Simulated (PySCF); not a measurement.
Species: CH8ClO2Si3 (doublet state).
Z-matrix (Å and degrees, GFN2-xTB geometry), rows numbered from 1:
```
Si
O   1  1.6200
Si  2  1.6317  1  154.95
O   3  1.6032  2  110.87  1   178.51
C   4  1.4214  3  131.89  2   -49.77
Si  5  1.9072  4  114.31  3    43.66
Cl  6  2.0249  5  105.37  4   170.38
H   1  1.4640  2  107.11  3   -84.10
H   1  1.4617  2  108.12  3    35.47
H   1  1.4598  2  104.55  3   156.30
H   3  1.4590  2  105.51  1    53.91
H   5  1.0970  4  107.86  3   -80.06
H   5  1.0955  4  105.71  3   165.90
H   6  1.4596  5  111.37  4   -74.31
H   6  1.4575  5  111.17  4    53.84
```

The hyperfine couplings belong to this conformer and change with its torsions.

Identity: `[SiH3]O[SiH]OC[SiH2]Cl` [radical].

Method: UKS B3LYP, pcH-1 on C Cl H O Si, non-relativistic, mean-field spin-orbit, GIAO (PySCF 2.14.0). One conformer (not necessarily the lowest) at the GFN2-xTB geometry, without solvent, vibrations or thermal averaging. The geometry wasn't refined by DFT: couplings that depend on bond lengths, twists or pyramidal angles can differ widely from those at the functional's own minimum, by a factor of two or more for some ions and for spin on atoms past the first row. No stability test was run, so a lower SCF solution isn't excluded.

Principal values of hyperfine tensors in MHz (contact, dipolar and spin–orbit terms together), for some of the nuclei:

```tsv
atom	isotope	A1	A2	A3
Si3	29Si	-956.00	-746.46	-742.70
H11	1H	200.11	206.39	214.37
O4	17O	-115.68	-102.75	-101.28
C5	13C	24.92	25.08	33.84
H8	1H	3.38	3.63	6.78
H13	1H	-4.02	-3.02	1.59
Si6	29Si	0.70	1.28	1.51
H9	1H	-0.44	-0.15	4.08
```

Task: Give the isotropic coupling of each nucleus in MHz and in mT (g = 2.0017), and the anisotropic part.

Result: a_iso = (A1 + A2 + A3)/3, Ti = Ai − a_iso; 1 mT corresponds to 28.016 MHz. The tensors hold a spin–orbit part: the run splits a_iso into a_FC + a_SO, and T includes its anisotropic share.

| atom | a_iso (MHz) | a_FC | a_SO | a_iso (mT) | T1 | T2 | T3 |
| --- | --- | --- | --- | --- | --- | --- | --- |
| Si3 | -815.06 | -816.03 | 0.98 | -29.093 | -140.95 | 68.59 | 72.35 |
| H11 | 206.96 | 206.96 | 0.00 | 7.387 | -6.85 | -0.57 | 7.42 |
| O4 | -106.57 | -106.55 | -0.02 | -3.804 | -9.11 | 3.82 | 5.29 |
| C5 | 27.95 | 27.95 | 0.00 | 0.998 | -3.03 | -2.87 | 5.90 |
| H8 | 4.60 | 4.59 | 0.00 | 0.164 | -1.22 | -0.96 | 2.18 |
| H13 | -1.82 | -1.82 | 0.00 | -0.065 | -2.20 | -1.21 | 3.41 |
| Si6 | 1.16 | 1.16 | 0.00 | 0.042 | -0.47 | 0.12 | 0.35 |
| H9 | 1.16 | 1.16 | 0.00 | 0.042 | -1.61 | -1.32 | 2.92 |

Task: What spin density at the nucleus of C5 lies behind its contact coupling (g_N = 1.40482)?

Result: a_FC = 800.24 MHz bohr³ × g_N × ρ(0)/(2S). With a_FC = 27.95 MHz and 2S = 1, ρ(0) = 0.02486 bohr⁻³.

Task: O2 (17O, g_N = -0.75752) isn't in the table. Its spin density at the nucleus is 0.06189 bohr⁻³. What is its contact coupling?

Result: By the same relation, a_FC = -37.5 MHz. Its full tensor has the principal values -61.78, -25.98, -24.91 MHz.

Task: Which nucleus of the table has the largest anisotropic coupling, and what is its form?

Result: Si3: -140.9, 68.6, 72.4 MHz (the dipolar term alone has -140.0, 68.2, 71.8), nearly axial, close to the ratio +1:+1:−2, the form that spin in one p orbital centred on that nucleus gives (the nuclear moment is negative).

Hardware: one thread of an Intel Xeon at 2.50 GHz, no GPU (shared host). Cost: 4.3 min wall (with the writing of density and orbital grids), 1.1 GiB resident at most.
